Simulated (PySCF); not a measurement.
From one molecule to another.

First species: C4H9F3Si.
Structure used (GFN2-xTB), in Å, numbered top down from 1:
```
atom  x, y, z in Å
C1     1.2844    1.3843    0.5782
C2     0.4092    0.1375    0.4661
Si3    1.2386   -1.1901   -0.6457
C4    -0.9746    0.5602   -0.0323
C5    -1.9510   -0.5891   -0.1138
F6    -1.7099   -1.4079   -1.1524
F7    -3.2171   -0.1606   -0.2696
F8    -1.9514   -1.3617    0.9827
H9     0.8233    2.1290    1.2266
H10    2.2564    1.1305    0.9922
H11    1.4391    1.8345   -0.4002
H12    0.2842   -0.2748    1.4725
H13    1.0672   -0.7801   -2.0397
H14    2.6601   -1.1994   -0.2961
H15    0.6588   -2.5029   -0.3878
H16   -0.9099    0.9988   -1.0306
H17   -1.4144    1.3038    0.6400
```

Second species: C₄H₉F₃Si.
SMILES: `[Si@H](C(F)(CC)F)(F)C`

Levels: wB97X-D/def2-SVPD for dipole moment, HOMO energy, LUMO energy, HOMO–LUMO gap, static isotropic polarisability and electronic spatial extent ⟨r²⟩ about the centre of nuclear charge; TDDFT wB97X-D/def2-SVPD for lowest singlet excitation; TDA wB97X-D/def2-SVPD for lowest triplet excitation (Tamm–Dancoff); GFN2-xTB for rotational constant A and rotational constant C. Geometries: GFN2-xTB. Each structure is a single optimised conformer of the isolated species, non-relativistic unless stated. Electronic properties by PySCF.

The conformers computed, where there is a choice (atom-mapped SMILES and torsion angles):
- `[CH3:1][C@H:2]([SiH3:3])[CH2:4][C:5]([F:6])([F:7])[F:8]`: C1–C2–C4–C5 -177°, C2–C4–C5–F6 -74°
- `[CH3:1][CH2:2][C:3]([F:4])([F:5])[Si@H:6]([CH3:7])[F:8]`: C1–C2–C3–F4 177°, C2–C3–Si6–C7 98°

**Question.** Which has the higher rotational constant A?

**Answer.** The first: 2.562 GHz against 1.880 GHz, a difference of 0.682 GHz.

**Question.** Which of the two has the higher static isotropic polarisability, and by how much?

**Answer.** The first: 77.4 au against 73.9 au, a difference of 3.5 au.

**Question.** Which has the higher S1 energy?

**Answer.** The first: 8.20 eV against 7.49 eV, a difference of 0.71 eV.

**Question.** Which has the higher LUMO energy?

**Answer.** The first: 1.99 eV against 1.90 eV, a difference of 0.09 eV.

**Question.** Which of the two has the higher rotational constant C, and by how much?

**Answer.** The second: 1.223 GHz against 0.935 GHz, a difference of 0.288 GHz.

**Question.** Which of the two has the higher dipole moment, and by how much?

**Answer.** The first: 2.50 D against 1.86 D, a difference of 0.64 D.

**Question.** Which has the higher HOMO–LUMO gap?

**Answer.** The first: 12.45 eV against 12.23 eV, a difference of 0.22 eV.

**Question.** Which has the higher T1 energy?

**Answer.** The first: 7.77 eV against 7.04 eV, a difference of 0.73 eV.

On the first: The principal polarisabilities are 68.7, 80.4 and 83.1 au; their mean is the isotropic value. A dipole of 2.50 D is allowed in C1, and pure rotational transitions are dipole-allowed.

On the second: The principal polarisabilities are 66.7, 75.0 and 80.0 au; their mean is the isotropic value. No computed singlet falls in the visible range (750 to 380 nm, 1.65 to 3.26 eV); S1 lies 4.23 eV above its blue end.
